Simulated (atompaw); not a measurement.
boron PAW (atompaw): all-electron and pseudo phase curves

atompaw 4.2.0.5 input, output lines left out:

```
B 5
GGA-PBE scalarrelativistic loggrid 1500 logderivrange -3 5 201
2 2 0 0 0 0
2 1 1
0 0 0
c
v
v
1
3.00 2.45 2.55 2.00
y
3.3
n
y
0.9
n
custom polynom2 7 10 vanderbiltortho sinc
2 -0.5 troulliermartins
3.00
1.50
3.00
3.00
```

The phase is arctan(r·u′/u) with u = r·R(r), unwrapped; energies in Ry, scanned from -3 to 5 Ry. A pole is an energy at which the radial function vanishes at the test radius. The pseudo phase is shifted by a multiple of π to meet the all-electron one at the reference energy, and phase errors are pseudo minus all-electron; the curves can meet again beyond the range given. Levels narrower than the energy grid can be missing from the lists of poles.

```tsv
channel	radius (bohr)	reference energy (Ry)	poles, all-electron	poles, pseudo	unbroken range about the reference energy with phases within 0.05 rad	phase error 1 Ry above the reference energy (rad)
s	3.02	-0.69	-0.39, 3.73	-0.38, 1.79, 3.78	below 0.7	+0.010
p	3.02	-0.27	0.10, 3.53	0.10, 4.18	below 1.5	+0.000
```

Phases in the p channel:

```json
{"E (Ry)": "-3.00", "all-electron": "1.372", "pseudo": "1.375"}
{"E (Ry)": "-2.76", "all-electron": "1.362", "pseudo": "1.365"}
{"E (Ry)": "-2.52", "all-electron": "1.351", "pseudo": "1.355"}
{"E (Ry)": "-2.28", "all-electron": "1.338", "pseudo": "1.342"}
{"E (Ry)": "-2.04", "all-electron": "1.322", "pseudo": "1.326"}
{"E (Ry)": "-1.80", "all-electron": "1.302", "pseudo": "1.306"}
{"E (Ry)": "-1.56", "all-electron": "1.277", "pseudo": "1.280"}
{"E (Ry)": "-1.32", "all-electron": "1.241", "pseudo": "1.244"}
{"E (Ry)": "-1.08", "all-electron": "1.186", "pseudo": "1.190"}
{"E (Ry)": "-0.84", "all-electron": "1.087", "pseudo": "1.091"}
{"E (Ry)": "-0.60", "all-electron": "0.841", "pseudo": "0.845"}
{"E (Ry)": "-0.36", "all-electron": "-0.209", "pseudo": "-0.208"}
{"E (Ry)": "-0.12", "all-electron": "-1.317", "pseudo": "-1.317"}
{"E (Ry)": "0.12", "all-electron": "-1.589", "pseudo": "-1.588"}
{"E (Ry)": "0.36", "all-electron": "-1.717", "pseudo": "-1.716"}
{"E (Ry)": "0.60", "all-electron": "-1.818", "pseudo": "-1.817"}
{"E (Ry)": "0.84", "all-electron": "-1.932", "pseudo": "-1.932"}
{"E (Ry)": "1.08", "all-electron": "-2.105", "pseudo": "-2.104"}
{"E (Ry)": "1.32", "all-electron": "-2.447", "pseudo": "-2.434"}
{"E (Ry)": "1.56", "all-electron": "-3.177", "pseudo": "-3.112"}
{"E (Ry)": "1.80", "all-electron": "-3.922", "pseudo": "-3.841"}
{"E (Ry)": "2.04", "all-electron": "-4.270", "pseudo": "-4.208"}
{"E (Ry)": "2.28", "all-electron": "-4.436", "pseudo": "-4.384"}
{"E (Ry)": "2.52", "all-electron": "-4.531", "pseudo": "-4.484"}
{"E (Ry)": "2.76", "all-electron": "-4.594", "pseudo": "-4.548"}
{"E (Ry)": "3.00", "all-electron": "-4.640", "pseudo": "-4.593"}
{"E (Ry)": "3.24", "all-electron": "-4.676", "pseudo": "-4.628"}
{"E (Ry)": "3.48", "all-electron": "-4.707", "pseudo": "-4.655"}
{"E (Ry)": "3.72", "all-electron": "-4.734", "pseudo": "-4.677"}
{"E (Ry)": "3.96", "all-electron": "-4.761", "pseudo": "-4.697"}
{"E (Ry)": "4.20", "all-electron": "-4.787", "pseudo": "-4.714"}
{"E (Ry)": "4.44", "all-electron": "-4.816", "pseudo": "-4.730"}
{"E (Ry)": "4.68", "all-electron": "-4.849", "pseudo": "-4.745"}
{"E (Ry)": "4.92", "all-electron": "-4.890", "pseudo": "-4.760"}
```
